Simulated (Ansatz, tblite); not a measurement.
Removing and adding an electron: `c1ccc(-c2ccc(-c3ccc(-c4ccc(-c5ccc(-c6ccc(-c7ccc(-c8ccc(-c9cccnc9)nc8)nc7)nc6)nc5)nc4)nc3)nc2)nc1`. Total charge 0; singlet. Geometry: PBE-D4/def2-SVP. Ansatz, gas phase; energy differences of separate SCF runs; the oxidised species was run as a doublet alone; the reduced species was run as a doublet alone.

```xyz
83

C     9.983   15.275    0.230
C    10.074   14.278    1.211
C     9.227   13.167    1.132
C     8.303   13.079    0.065
C     7.373   11.933   -0.092
C     6.428   11.924   -1.140
C     5.558   10.845   -1.281
C     5.634    9.767   -0.367
C     4.745    8.586   -0.450
C     3.719    8.442   -1.406
C     2.930    7.290   -1.412
C     3.171    6.278   -0.454
C     2.380    5.028   -0.402
C     1.290    4.751   -1.255
C     0.608    3.540   -1.142
C     1.022    2.599   -0.170
C     0.361    1.285    0.003
C     0.816    0.385    0.991
C     0.197   -0.854    1.138
C    -0.883   -1.198    0.291
C    -1.579   -2.502    0.371
C    -1.251   -3.513    1.299
C    -1.951   -4.720    1.290
C    -2.984   -4.916    0.342
C    -3.760   -6.174    0.250
C    -4.799   -6.296   -0.697
C    -5.519   -7.485   -0.787
C    -5.198   -8.561    0.075
C    -5.914   -9.856    0.034
C    -7.016  -10.116   -0.807
C    -7.627  -11.370   -0.786
C    -7.131  -12.370    0.081
C    -7.722  -13.730    0.158
C    -7.160  -14.692    1.026
C    -7.724  -15.969    1.088
C    -8.837  -16.253    0.279
N    -9.390  -15.356   -0.553
C    -8.842  -14.135   -0.604
N    -6.075  -12.126    0.892
C    -5.498  -10.926    0.868
N    -4.201   -8.449    0.983
C    -3.518   -7.308    1.062
N    -3.311   -3.945   -0.542
C    -2.640   -2.795   -0.524
N    -1.326   -0.336   -0.653
C    -0.730    0.847   -0.785
N     2.062    2.861    0.655
C     2.707    4.021    0.543
N     4.155    6.411    0.466
C     4.902    7.513    0.465
N     6.542    9.769    0.635
C     7.371   10.805    0.762
N     8.219   14.047   -0.876
C     9.033   15.104   -0.791
H    10.629   16.165    0.251
H    10.799   14.363    2.035
H     9.284   12.380    1.897
H     6.408   12.784   -1.826
H     4.825   10.843   -2.101
H     3.526    9.226   -2.153
H     2.135    7.184   -2.162
H     0.963    5.479   -2.012
H    -0.241    3.332   -1.808
H     1.661    0.696    1.622
H     0.558   -1.552    1.907
H    -0.447   -3.368    2.036
H    -1.692   -5.503    2.017
H    -5.009   -5.435   -1.347
H    -6.324   -7.577   -1.530
H    -7.409   -9.341   -1.482
H    -8.485  -11.565   -1.444
H    -6.290  -14.397    1.630
H    -7.308  -16.740    1.754
H    -9.305  -17.254    0.303
H    -9.329  -13.429   -1.299
H    -4.641  -10.757    1.541
H    -2.716   -7.291    1.822
H    -2.929   -2.022   -1.257
H    -1.145    1.497   -1.576
H     3.550    4.209    1.230
H     5.695    7.593    1.226
H     8.088   10.733    1.599
H     8.926   15.867   -1.583
```

The xTB rows come from tblite. Single mean-field runs in def2-SVP are fitted with def2-universal-jkfit. HOMO above LUMO, or a gap near zero within one spin, warns that the state may not be the lowest or that an electron is smeared out.

Q: Estimate orbital energies and vertical ionisation energies and electron affinities at: GFN1-xTB; GFN2-xTB; PBE-D4/def2-SVP; PBE0-D4/def2-SVP.

A: 
| level | −HOMO (eV) | vertical IE (eV) | −LUMO (eV) | vertical EA (eV) | HOMO–LUMO gap (eV) | IE − EA (eV) | remarks |
| --- | --- | --- | --- | --- | --- | --- | --- |
| GFN1-xTB | 11.16 | 12.21 | 9.05 | 7.94 | 2.11 | 4.28 | – |
| GFN2-xTB | 9.92 | 11.00 | 8.26 | 7.14 | 1.66 | 3.86 | – |
| PBE-D4/def2-SVP | 5.38 | 6.52 | 3.26 | 2.23 | 2.12 | 4.29 | gap within one spin near zero (+1 doublet) |
| PBE0-D4/def2-SVP | 6.15 | 6.97 | 2.63 | 1.90 | 3.52 | 5.07 | – |

   Raw xTB energy differences between charge states are shifted by several eV; the methods need an empirical correction for them. Sets without diffuse functions give affinities that are too small.
